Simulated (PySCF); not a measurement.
## PySCF run on BCl4⁻

The script input.py:

```python
from pyscf import gto, scf

mol = gto.M(
    atom='B 0 0 0; Cl 1.5248 -0.0001 1.0782; Cl -1.5248 0 1.0782; Cl 0 1.5248 -1.0782; Cl 0 -1.5248 -1.0782',
    basis='x2c-svpall',
    charge=-1,
    spin=0,
    verbose=4,
)
mf = scf.UHF(mol)
mf = mf.sfx2c1e()
mf.kernel()
mf.analyze()
print('orbital energies (hartree):', [e[max(0, n-3):n+3].round(4) for e, n in zip(mf.mo_energy, mol.nelec)])
```

```bash
$ OMP_NUM_THREADS=1 python input.py
```

Output (some set-up lines and the per-cycle HOMO/LUMO lines with their warnings removed):

```
PySCF version 2.14.0

[INPUT] verbose = 4
[INPUT] num. atoms = 5
[INPUT] num. electrons = 74
[INPUT] charge = -1
[INPUT] spin (= nelec alpha-beta = 2S) = 0
[INPUT] symmetry False subgroup None
[INPUT] Mole.unit = angstrom
[INPUT] Symbol           X                Y                Z      unit          X                Y                Z       unit  Magmom
[INPUT]  1 B      0.000000000000   0.000000000000   0.000000000000 AA    0.000000000000   0.000000000000   0.000000000000 Bohr   0.0
[INPUT]  2 Cl     1.524800000000  -0.000100000000   1.078200000000 AA    2.881454394737  -0.000188972612   2.037502707506 Bohr   0.0
[INPUT]  3 Cl    -1.524800000000   0.000000000000   1.078200000000 AA   -2.881454394737   0.000000000000   2.037502707506 Bohr   0.0
[INPUT]  4 Cl     0.000000000000   1.524800000000  -1.078200000000 AA    0.000000000000   2.881454394737  -2.037502707506 Bohr   0.0
[INPUT]  5 Cl     0.000000000000  -1.524800000000  -1.078200000000 AA    0.000000000000  -2.881454394737  -2.037502707506 Bohr   0.0

nuclear repulsion = 397.232582454421
number of shells = 15
number of NR pGTOs = 168
number of NR cGTOs = 86
basis = x2c-svpall
ecp = {}

******** <class 'pyscf.x2c.sfx2c1e.sfX2C1eUHF'> ********
method = sfX2C1eUHF
initial guess = minao
damping factor = 0
level_shift factor = 0
DIIS = <class 'pyscf.scf.diis.CDIIS'>
diis_start_cycle = 1
diis_space = 8
diis_damp = 0
SCF conv_tol = 1e-09
SCF conv_tol_grad = None
SCF max_cycles = 50
direct_scf = True
direct_scf_tol = 1e-13
number electrons alpha = 37  beta = 37

******** <class 'pyscf.x2c.sfx2c1e.SpinFreeX2CHelper'> ********
approx = 1e
xuncontract = 1
Set gradient conv threshold to 3.16228e-05
init E= -1867.92196444656
cycle= 1 E= -1867.82545801755  delta_E= 0.0965  |g|= 0.329  |ddm|= 1.58
cycle= 2 E= -1867.88026639348  delta_E= -0.0548  |g|= 0.167  |ddm|= 0.562
cycle= 3 E= -1867.89458663513  delta_E= -0.0143  |g|= 0.0325  |ddm|= 0.195
cycle= 4 E= -1867.89546267792  delta_E= -0.000876  |g|= 0.00902  |ddm|= 0.0477
cycle= 5 E= -1867.89554358619  delta_E= -8.09e-05  |g|= 0.00123  |ddm|= 0.0185
cycle= 6 E= -1867.89554590589  delta_E= -2.32e-06  |g|= 0.000376  |ddm|= 0.00291
cycle= 7 E= -1867.89554616122  delta_E= -2.55e-07  |g|= 0.000139  |ddm|= 0.00108
cycle= 8 E= -1867.89554621028  delta_E= -4.91e-08  |g|= 4.67e-05  |ddm|= 0.000488
cycle= 9 E= -1867.89554621623  delta_E= -5.95e-09  |g|= 1.02e-05  |ddm|= 0.000195
cycle= 10 E= -1867.89554621644  delta_E= -2.11e-10  |g|= 3.32e-06  |ddm|= 3.36e-05
Extra cycle  E= -1867.89554621645  delta_E= -1.32e-11  |g|= 1.77e-06  |ddm|= 5.9e-06
converged SCF energy = -1867.89554621645  <S^2> = 2.8450131e-11  2S+1 = 1
**** SCF Summaries ****
Total Energy =                       -1867.895546216450612
Nuclear Repulsion Energy =             397.232582454420765
One-electron Energy =                -3389.643377153333404
Two-electron Energy =                 1124.515248482462084
Two-electron Coulomb Energy =         1239.563429332504256
DFT Exchange-Correlation Energy =     -115.048180850042172
**** MO energy ****
                             alpha | beta                alpha | beta
[26 lines left out]
MO #27  energy= -0.379451627777827 | -0.379451516971367 occ= 1 | 1
MO #28  energy= -0.379449359042102 | -0.379449248252776 occ= 1 | 1
MO #29  energy= -0.379446851068301 | -0.379446740297177 occ= 1 | 1
MO #30  energy= -0.296201060530198 | -0.296200808421509 occ= 1 | 1
MO #31  energy= -0.296197406381374 | -0.296197154256266 occ= 1 | 1
MO #32  energy= -0.261271107782008 | -0.26127062843586  occ= 1 | 1
MO #33  energy= -0.261268890093942 | -0.261268410787242 occ= 1 | 1
MO #34  energy= -0.261266731489146 | -0.26126625222407  occ= 1 | 1
MO #35  energy= -0.239159238271766 | -0.239158809367373 occ= 1 | 1
MO #36  energy= -0.239157496396514 | -0.239157067507849 occ= 1 | 1
MO #37  energy= -0.239155829390749 | -0.239155400516978 occ= 1 | 1
MO #38  energy= 0.454079560471665  | 0.454079046006815  occ= 0 | 0
MO #39  energy= 0.459174074965232  | 0.45917371842849   occ= 0 | 0
MO #40  energy= 0.459180158476969  | 0.459179801954235  occ= 0 | 0
[46 lines left out]

To work with the spin densities directly, `use mulliken_meta_spin()` only printing them here.

 ** Mulliken spin pop alpha/beta on meta-lowdin orthogonal AOs **
 ** Mulliken Spin Density (per AO)  **
 ** Mulliken Spin Density (per atom)  **
spin density of  0 B =     -0.00001
spin density of  1 Cl =      0.00000
spin density of  2 Cl =      0.00000
spin density of  3 Cl =      0.00000
spin density of  4 Cl =      0.00000
 ** Mulliken pop alpha/beta on meta-lowdin orthogonal AOs **
 ** Mulliken pop       alpha | beta **
pop of  0 B 1s        0.99992 | 0.99992
pop of  0 B 2s        0.39446 | 0.39446
pop of  0 B 3s        0.00642 | 0.00642
pop of  0 B 2px       0.32160 | 0.32160
pop of  0 B 2py       0.32160 | 0.32160
pop of  0 B 2pz       0.32160 | 0.32160
pop of  0 B 3px       0.00773 | 0.00774
pop of  0 B 3py       0.00773 | 0.00774
pop of  0 B 3pz       0.00773 | 0.00774
pop of  0 B 3dxy      0.00131 | 0.00131
pop of  0 B 3dyz      0.00398 | 0.00398
pop of  0 B 3dz^2     0.00131 | 0.00131
[74 lines left out]
In total            37.00000 | 37.00000
 ** Mulliken atomic charges   ( Nelec_alpha | Nelec_beta ) **
charge of  0B =      0.19330  (     2.40335      2.40335 )
charge of  1Cl =     -0.29832  (     8.64916      8.64916 )
charge of  2Cl =     -0.29832  (     8.64916      8.64916 )
charge of  3Cl =     -0.29832  (     8.64916      8.64916 )
charge of  4Cl =     -0.29833  (     8.64916      8.64916 )
Dipole moment(X, Y, Z, Debye): -0.00000,  0.00020, -0.00000
orbital energies (hartree): [array([-0.2392, -0.2392, -0.2392,  0.4541,  0.4592,  0.4592]), array([-0.2392, -0.2392, -0.2392,  0.4541,  0.4592,  0.4592])]
```

In short: E(SCF) = -1867.895546 Eh, 10 cycles.

Run time: 3.4 s on 1 thread of Arm Neoverse N1 (shared host).

The basis has no diffuse functions, which an anion needs. The dipole of an ion depends on the origin. No search for the lowest solution was made.
